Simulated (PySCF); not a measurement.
Simulation results for AlB$_{2}$H$_{2}$O

All values are calculated (PySCF 2.14.0). Calculation on a computer-drawn molecule: optimised geometry and harmonic frequencies of an isolated molecule of the commonest isotopes, restricted reference for singlets and unrestricted otherwise, frozen core in MP2.

AlB$_{2}$H$_{2}$O

Start structure:
```xyz
6
AlB2H2O
O      1.1841     0.6870    -0.4985
B      0.6164     0.4677     0.5289
B     -0.2490     0.1796     1.9310
Al    -2.2381     0.4112     1.9358
H      0.2808    -0.1678     2.9484
H     -3.7969     0.5912     1.9669
```

- charge: 0
- multiplicity: 2
- method: MP2
- basis: cc-pV(D+d)Z
- rotational constants: 24.69, 2.451, 2.23 GHz
- total energy: -367.7005 hartree
- spin squared: 0.7595
- convergence status largest gradient component: 3.608e-05 hartree/bohr

Drawn bonds:
```csv
atom,other atom,order
1,2,2
2,3,1
3,4,1
3,5,1
4,6,1
```

Optimised structure:
```xyz
6
AlB2H2O
O      1.1361     0.7013    -0.5295
B      0.5864     0.4673     0.5427
B     -0.2282     0.1676     1.9626
Al    -2.2189     0.4095     1.9426
H      0.3039    -0.1815     2.9867
H     -3.7821     0.6046     1.9074
```

Modes:
```csv
frequency (cm⁻¹),reduced mass (dalton)
83.91,4.982
330.5,1.75
352,1.856
358.4,1.396
459,2.737
513.5,2.255
628.9,4.055
777.2,1.563
906,3.46
1913,12.03
1995,1.048
2672,1.093
```
